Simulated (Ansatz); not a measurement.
Ansatz (a program for electronic structure) input (B3LYP/LANL2DZ): The .json file is the Basis Set Exchange's LANL2DZ.

Ansatz 0.2 input:
```yaml
crystal:
  periodic: [false, false, false]
  atoms:
    - {symbol: O, position_ang: [1.55919700, -0.41113000, -0.18678700]}
    - {symbol: Si, position_ang: [0.00965700, 0.00056800, -0.01004300]}
    - {symbol: O, position_ang: [-0.89552200, -1.32600000, 0.20733200]}
    - {symbol: F, position_ang: [-0.21079300, 0.99841500, 1.20561500]}
    - {symbol: F, position_ang: [-0.40715400, 0.80802000, -1.30289700]}
    - {symbol: H, position_ang: [1.92006700, -1.12628600, 0.34196100]}
    - {symbol: H, position_ang: [-1.80313800, -1.24254500, 0.50982700]}
basis:
  gaussian:
    orbitals: LANL2DZ.json
hamiltonian:
  xc: {name: B3LYP}
relax: {f_tol: 0.003, max_steps: 120}
```

Output:

```
Functional definition: B3LYP
integrals: 0.01 GiB planned
662 factors; integrals over basis functions are off by at most 7.0e-5 eV
mean field: 0.15 GiB planned
mean field evaluation 1: about -9660.1117 eV, gradient 7.5e1 eV
mean field evaluation 2: about -9647.9797 eV, gradient 1.1e2 eV
mean field evaluation 4: about -9670.4208 eV, gradient 3.4e0 eV
mean field evaluation 8: about -9670.4863 eV, gradient 1.1e-1 eV
mean field -9670.48627514 eV, -355.3838157203 hartree, gradient 3.6e-5 eV, S^2 0.000000; 0 other end points of the search recorded, 0 dependent functions left out
the calculation of the forces begins
reference -9670.48645975 eV, -355.3838225048 hartree; 20, 20 occupied and 28, 28 virtual orbitals, 662 factors
relax step   1: F+E_penalty+E_count = -9670.48627514 eV  Δ(F+E_penalty+E_count) = +0.000e0 eV  max|allowed force component| = 2.238e0 eV/Å  Δτ_max = 0.0000 Å  (25 SCF iters, accepted)
these checks for a lower state are left out or cut short: starts, cluster_reference, orbital_swaps, neighbouring_geometries, increment
integrals: 0.01 GiB planned
662 factors; integrals over basis functions are off by at most 7.1e-5 eV
mean field: 0.15 GiB planned
mean field evaluation 16: about -9670.6581 eV, gradient 4.1e0 eV
mean field -9670.73409872 eV, -355.3929230691 hartree, gradient 1.8e-5 eV, S^2 0.000000; 0 other end points of the search recorded, 0 dependent functions left out
the calculation of the forces begins
reference -9670.73428311 eV, -355.3929298451 hartree; 20, 20 occupied and 28, 28 virtual orbitals, 662 factors
relax step   2: F+E_penalty+E_count = -9670.73409872 eV  Δ(F+E_penalty+E_count) = -2.478e-1 eV  max|allowed force component| = 1.237e0 eV/Å  Δτ_max = 0.0570 Å  (26 SCF iters, accepted)
these checks for a lower state are left out or cut short: starts, cluster_reference, orbital_swaps, neighbouring_geometries, increment
integrals: 0.01 GiB planned
662 factors; integrals over basis functions are off by at most 7.1e-5 eV
mean field: 0.15 GiB planned
mean field -9670.86670992 eV, -355.3977964405 hartree, gradient 1.9e-5 eV, S^2 0.000000; 0 other end points of the search recorded, 0 dependent functions left out
the calculation of the forces begins
reference -9670.86689402 eV, -355.3978032063 hartree; 20, 20 occupied and 28, 28 virtual orbitals, 662 factors
relax step   3: F+E_penalty+E_count = -9670.86670992 eV  Δ(F+E_penalty+E_count) = -1.326e-1 eV  max|allowed force component| = 3.880e-1 eV/Å  Δτ_max = 0.0776 Å  (26 SCF iters, accepted)
these checks for a lower state are left out or cut short: starts, cluster_reference, orbital_swaps, neighbouring_geometries, increment
integrals: 0.01 GiB planned
662 factors; integrals over basis functions are off by at most 7.1e-5 eV
mean field: 0.15 GiB planned
mean field evaluation 32: about -9670.8048 eV, gradient 4.2e-3 eV
mean field -9670.85037765 eV, -355.3971962408 hartree, gradient 1.5e-5 eV, S^2 0.000000; 0 other end points of the search recorded, 0 dependent functions left out
the calculation of the forces begins
reference -9670.85056234 eV, -355.3972030282 hartree; 20, 20 occupied and 28, 28 virtual orbitals, 662 factors
relax step   4: F+E_penalty+E_count = -9670.85037765 eV  Δ(F+E_penalty+E_count) = +1.633e-2 eV  max|allowed force component| = 1.681e0 eV/Å  Δτ_max = 0.1711 Å  (30 SCF iters, rejected (line search))
these checks for a lower state are left out or cut short: starts, cluster_reference, orbital_swaps, neighbouring_geometries, increment
integrals: 0.01 GiB planned
662 factors; integrals over basis functions are off by at most 7.1e-5 eV
mean field: 0.15 GiB planned
mean field -9670.89989783 eV, -355.3990160739 hartree, gradient 1.5e-5 eV, S^2 0.000000; 0 other end points of the search recorded, 0 dependent functions left out
the calculation of the forces begins
reference -9670.90008170 eV, -355.3990228311 hartree; 20, 20 occupied and 28, 28 virtual orbitals, 662 factors
relax step   5: F+E_penalty+E_count = -9670.89989783 eV  Δ(F+E_penalty+E_count) = -3.319e-2 eV  max|allowed force component| = 2.701e-1 eV/Å  Δτ_max = 0.0855 Å  (28 SCF iters, accepted)
these checks for a lower state are left out or cut short: starts, cluster_reference, orbital_swaps, neighbouring_geometries, increment
integrals: 0.01 GiB planned
662 factors; integrals over basis functions are off by at most 7.1e-5 eV
mean field: 0.15 GiB planned
mean field -9670.87100251 eV, -355.3979541904 hartree, gradient 9.6e-6 eV, S^2 0.000000; 0 other end points of the search recorded, 0 dependent functions left out
the calculation of the forces begins
reference -9670.87118737 eV, -355.3979609838 hartree; 20, 20 occupied and 28, 28 virtual orbitals, 662 factors
relax step   6: F+E_penalty+E_count = -9670.87100251 eV  Δ(F+E_penalty+E_count) = +2.890e-2 eV  max|allowed force component| = 8.840e-1 eV/Å  Δτ_max = 0.0999 Å  (25 SCF iters, rejected (line search))
these checks for a lower state are left out or cut short: starts, cluster_reference, orbital_swaps, neighbouring_geometries, increment
integrals: 0.01 GiB planned
662 factors; integrals over basis functions are off by at most 7.1e-5 eV
mean field: 0.15 GiB planned
mean field -9670.90573734 eV, -355.3992306717 hartree, gradient 1.8e-5 eV, S^2 0.000000; 0 other end points of the search recorded, 0 dependent functions left out
the calculation of the forces begins
[...]
the calculation of the forces begins
reference -9670.90674276 eV, -355.3992676202 hartree; 20, 20 occupied and 28, 28 virtual orbitals, 662 factors
relax step  15: F+E_penalty+E_count = -9670.90655931 eV  Δ(F+E_penalty+E_count) = +6.030e-6 eV  max|allowed force component| = 3.081e-2 eV/Å  Δτ_max = 0.0049 Å  (21 SCF iters, rejected (line search))
these checks for a lower state are left out or cut short: starts, cluster_reference, orbital_swaps, neighbouring_geometries, increment
integrals: 0.01 GiB planned
662 factors; integrals over basis functions are off by at most 7.1e-5 eV
mean field: 0.15 GiB planned
mean field -9670.90658858 eV, -355.3992619544 hartree, gradient 1.0e-5 eV, S^2 0.000000; 0 other end points of the search recorded, 0 dependent functions left out
the calculation of the forces begins
reference -9670.90677202 eV, -355.3992686956 hartree; 20, 20 occupied and 28, 28 virtual orbitals, 662 factors
relax step  16: F+E_penalty+E_count = -9670.90658858 eV  Δ(F+E_penalty+E_count) = -2.324e-5 eV  max|allowed force component| = 3.356e-3 eV/Å  Δτ_max = 0.0024 Å  (21 SCF iters, accepted)
these checks for a lower state are left out or cut short: starts, cluster_reference, orbital_swaps, neighbouring_geometries, increment
integrals: 0.01 GiB planned
662 factors; integrals over basis functions are off by at most 7.1e-5 eV
mean field: 0.15 GiB planned
mean field -9670.90662474 eV, -355.3992632833 hartree, gradient 1.5e-5 eV, S^2 0.000000; 0 other end points of the search recorded, 0 dependent functions left out
the calculation of the forces begins
reference -9670.90680803 eV, -355.3992700191 hartree; 20, 20 occupied and 28, 28 virtual orbitals, 662 factors
relax step  17: F+E_penalty+E_count = -9670.90662474 eV  Δ(F+E_penalty+E_count) = -3.616e-5 eV  max|allowed force component| = 1.093e-3 eV/Å  Δτ_max = 0.0114 Å  (26 SCF iters, accepted)
these checks for a lower state are left out or cut short: starts, cluster_reference, orbital_swaps, neighbouring_geometries, increment
integrals: 0.01 GiB planned
662 factors; integrals over basis functions are off by at most 7.1e-5 eV
mean field: 0.15 GiB planned
mean field evaluation 128: about -9670.9064 eV, gradient 2.3e-1 eV
mean field -9670.90656705 eV, -355.3992611630 hartree, gradient 1.5e-5 eV, S^2 0.000000; 0 other end points of the search recorded, 0 dependent functions left out
the calculation of the forces begins
reference -9670.90675020 eV, -355.3992678937 hartree; 20, 20 occupied and 28, 28 virtual orbitals, 662 factors
relax step  18: F+E_penalty+E_count = -9670.90656705 eV  Δ(F+E_penalty+E_count) = +5.770e-5 eV  max|allowed force component| = 7.847e-2 eV/Å  Δτ_max = 0.0310 Å  (26 SCF iters, rejected (line search))
these checks for a lower state are left out or cut short: starts, cluster_reference, orbital_swaps, neighbouring_geometries, increment
integrals: 0.01 GiB planned
662 factors; integrals over basis functions are off by at most 7.1e-5 eV
mean field: 0.15 GiB planned
mean field -9670.90664501 eV, -355.3992640282 hartree, gradient 1.5e-5 eV, S^2 0.000000; 0 other end points of the search recorded, 0 dependent functions left out
the calculation of the forces begins
reference -9670.90682818 eV, -355.3992707595 hartree; 20, 20 occupied and 28, 28 virtual orbitals, 662 factors
relax step  19: F+E_penalty+E_count = -9670.90664501 eV  Δ(F+E_penalty+E_count) = -2.027e-5 eV  max|allowed force component| = 1.925e-2 eV/Å  Δτ_max = 0.0151 Å  (26 SCF iters, accepted)
these checks for a lower state are left out or cut short: starts, cluster_reference, orbital_swaps, neighbouring_geometries, increment
integrals: 0.01 GiB planned
662 factors; integrals over basis functions are off by at most 7.1e-5 eV
mean field: 0.15 GiB planned
mean field -9670.90662474 eV, -355.3992632833 hartree, gradient 1.5e-5 eV, S^2 0.000000; 0 other end points of the search recorded, 0 dependent functions left out
the calculation of the forces begins
reference -9670.90680788 eV, -355.3992700137 hartree; 20, 20 occupied and 28, 28 virtual orbitals, 662 factors
relax step  20: F+E_penalty+E_count = -9670.90662474 eV  Δ(F+E_penalty+E_count) = +2.027e-5 eV  max|allowed force component| = 3.448e-2 eV/Å  Δτ_max = 0.0154 Å  (26 SCF iters, rejected (line search))
these checks for a lower state are left out or cut short: starts, cluster_reference, orbital_swaps, neighbouring_geometries, increment
integrals: 0.01 GiB planned
662 factors; integrals over basis functions are off by at most 7.1e-5 eV
mean field: 0.15 GiB planned
mean field -9670.90665420 eV, -355.3992643658 hartree, gradient 2.3e-5 eV, S^2 0.000000; 0 other end points of the search recorded, 0 dependent functions left out
the calculation of the forces begins
reference -9670.90683735 eV, -355.3992710966 hartree; 20, 20 occupied and 28, 28 virtual orbitals, 662 factors
relax step  21: F+E_penalty+E_count = -9670.90665420 eV  Δ(F+E_penalty+E_count) = -9.188e-6 eV  max|allowed force component| = 1.010e-2 eV/Å  Δτ_max = 0.0040 Å  (21 SCF iters, accepted)
these checks for a lower state are left out or cut short: starts, cluster_reference, orbital_swaps, neighbouring_geometries, increment
integrals: 0.01 GiB planned
662 factors; integrals over basis functions are off by at most 7.1e-5 eV
mean field: 0.15 GiB planned
mean field -9670.90665956 eV, -355.3992645630 hartree, gradient 2.0e-5 eV, S^2 0.000000; 0 other end points of the search recorded, 0 dependent functions left out
the calculation of the forces begins
reference -9670.90684271 eV, -355.3992712935 hartree; 20, 20 occupied and 28, 28 virtual orbitals, 662 factors
relax step  22: F+E_penalty+E_count = -9670.90665956 eV  Δ(F+E_penalty+E_count) = -5.364e-6 eV  max|allowed force component| = 9.242e-3 eV/Å  Δτ_max = 0.0066 Å  (21 SCF iters, accepted)
these checks for a lower state are left out or cut short: starts, cluster_reference, orbital_swaps, neighbouring_geometries, increment
integrals: 0.01 GiB planned
662 factors; integrals over basis functions are off by at most 7.1e-5 eV
mean field: 0.15 GiB planned
mean field evaluation 160: about -9670.9064 eV, gradient 2.5e-1 eV
mean field -9670.90666152 eV, -355.3992646350 hartree, gradient 2.6e-5 eV, S^2 0.000000; 0 other end points of the search recorded, 0 dependent functions left out
the calculation of the forces begins
reference -9670.90684468 eV, -355.3992713659 hartree; 20, 20 occupied and 28, 28 virtual orbitals, 662 factors
relax step  23: F+E_penalty+E_count = -9670.90666152 eV  Δ(F+E_penalty+E_count) = -1.962e-6 eV  max|allowed force component| = 7.803e-3 eV/Å  Δτ_max = 0.0047 Å  (20 SCF iters, accepted)
these checks for a lower state are left out or cut short: starts, cluster_reference, orbital_swaps, neighbouring_geometries, increment
integrals: 0.01 GiB planned
662 factors; integrals over basis functions are off by at most 7.1e-5 eV
mean field: 0.15 GiB planned
mean field -9670.90665318 eV, -355.3992643285 hartree, gradient 1.9e-5 eV, S^2 0.000000; 0 other end points of the search recorded, 0 dependent functions left out
the calculation of the forces begins
reference -9670.90683634 eV, -355.3992710593 hartree; 20, 20 occupied and 28, 28 virtual orbitals, 662 factors
relax step  24: F+E_penalty+E_count = -9670.90665318 eV  Δ(F+E_penalty+E_count) = +8.342e-6 eV  max|allowed force component| = 1.631e-2 eV/Å  Δτ_max = 0.0056 Å  (22 SCF iters, rejected (line search))
these checks for a lower state are left out or cut short: starts, cluster_reference, orbital_swaps, neighbouring_geometries, increment
integrals: 0.01 GiB planned
662 factors; integrals over basis functions are off by at most 7.1e-5 eV
mean field: 0.15 GiB planned
mean field -9670.90666309 eV, -355.3992646927 hartree, gradient 3.8e-5 eV, S^2 0.000000; 0 other end points of the search recorded, 0 dependent functions left out
the calculation of the forces begins
reference -9670.90684625 eV, -355.3992714235 hartree; 20, 20 occupied and 28, 28 virtual orbitals, 662 factors
relax step  25: F+E_penalty+E_count = -9670.90666309 eV  Δ(F+E_penalty+E_count) = -1.568e-6 eV  max|allowed force component| = 2.213e-3 eV/Å  Δτ_max = 0.0006 Å  (17 SCF iters, accepted)
integrals: 0.01 GiB planned
662 factors; integrals over basis functions are off by at most 7.1e-5 eV
mean field: 0.15 GiB planned
mean field -9670.90666309 eV, -355.3992646927 hartree, gradient 3.8e-5 eV, S^2 0.000000; 1 other end points of the search recorded, 0 dependent functions left out
the calculation of the forces begins
reference -9670.90684625 eV, -355.3992714235 hartree; 20, 20 occupied and 28, 28 virtual orbitals, 662 factors
Total energy: -9670.90684625 eV, -355.3992714235 hartree
Atom 0 at     1.565014    -0.417632     0.018447 Å, force     0.000307     0.001556    -0.000150 eV/Å
Atom 1 at     0.007196     0.031660     0.055539 Å, force    -0.002213    -0.000023    -0.000671 eV/Å
Atom 2 at    -0.964384    -1.262147     0.315915 Å, force     0.000175     0.001260     0.000395 eV/Å
Atom 3 at    -0.220676     1.189393     1.224036 Å, force     0.000008     0.000052    -0.000074 eV/Å
Atom 4 at    -0.393429     0.799393    -1.361312 Å, force     0.000429     0.000188     0.000392 eV/Å
Atom 5 at     2.089965    -1.218262     0.108563 Å, force     0.001634    -0.002127     0.000092 eV/Å
Atom 6 at    -1.911371    -1.421363     0.403819 Å, force    -0.000340    -0.000908     0.000015 eV/Å
Dipole moment:    -0.138238    -0.724928     0.121277 e Å
```

The geometry given is a B3LYP-D3(BJ)/def2-TZVP minimum.
